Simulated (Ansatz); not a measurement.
`CNB(C)N` at its PBE0-D4/def2-TZVP geometry, where that method's forces vanish. Charge 0, multiplicity 1.

```xyz
14

C     0.3323    1.6813    0.9017
N    -0.5553    0.5694    0.6887
B    -0.3415   -0.5454   -0.1581
C     0.9841   -0.6826   -1.0115
N    -1.3317   -1.5574   -0.2439
H     0.6519    1.7635    1.9475
H    -0.1237    2.6369    0.6165
H     1.2299    1.5559    0.2963
H    -1.4098    0.6254    1.2185
H     1.8742   -0.7015   -0.3747
H     1.1109    0.1596   -1.6992
H     0.9974   -1.5951   -1.6124
H    -2.1995   -1.5477    0.2619
H    -1.2192   -2.3621   -0.8313
```

(1) What forces (eV/Å) does B3LYP-D4/def2-TZVPP give on these atoms in Ansatz 0.2.0? (Estimate.)

## Answers

(1) The calculation gave: 
```
C1   0.208  0.240  0.035
N2  -0.156 -0.124  0.010
B3   0.016  0.004 -0.007
C4   0.087 -0.019 -0.060
N5  -0.049 -0.074 -0.021
H6  -0.011  0.010 -0.044
H7   0.027 -0.032  0.020
H8  -0.050  0.032  0.051
H9  -0.014 -0.004  0.006
H10 -0.031 -0.001 -0.039
H11  0.006 -0.043  0.026
H12  0.007  0.038  0.020
H13 -0.017 -0.012  0.002
H14 -0.022 -0.017  0.001
```

B3LYP here is the variant with VWN-RPA as its local correlation; programs differ in this.
